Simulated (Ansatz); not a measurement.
`[NH2][Zn][CH2]C=O` → `[CH3][Zn][O]C=N`  (isomerisation)

Program: Ansatz. Geometries: PBE0-D4/def2-TZVP. ΔE: electronic, gas phase. CBS: MP2 limit from def2 TZ/QZ plus the TZ coupled-cluster correction, frozen cores. Functionals use def2-TZVPP. B3LYP here is the variant with VWN-RPA as its local correlation; programs differ in this. For Zn outer-core shells are correlated without core-valence functions, which leaves a few kJ/mol of doubt a bond. Scalar relativity is left out up to krypton. One conformer a species, not always the lowest.

| level | ΔE (eV) |
| --- | --- |
| r2SCAN-D4 | -0.23 |
| PBE0-D4 | -0.18 |
| B3LYP-D4 | -0.22 |
| ωB97X-V | -0.19 |
| HF/def2-TZVPP | -0.26 |
| CCSD/def2-TZVPP | -0.20 |
| HF/def2-QZVPP | -0.27 |
| MP2/def2-QZVPP | -0.13 |

What does CCSD(T)/CBS give? (An estimate is asked.)

The calculation gave: -0.19 eV. The listed levels differ from it by -0.04, 0.01, -0.03, 0.00, -0.07, -0.01, -0.08, 0.06 eV.

Largest T1 diagnostic among the species: 0.016.

In def2-TZVPP, CCSD(T) changes the Hartree–Fock value by +0.06 eV (the triples alone add −0.00 eV) and MP2 by +0.13 eV.
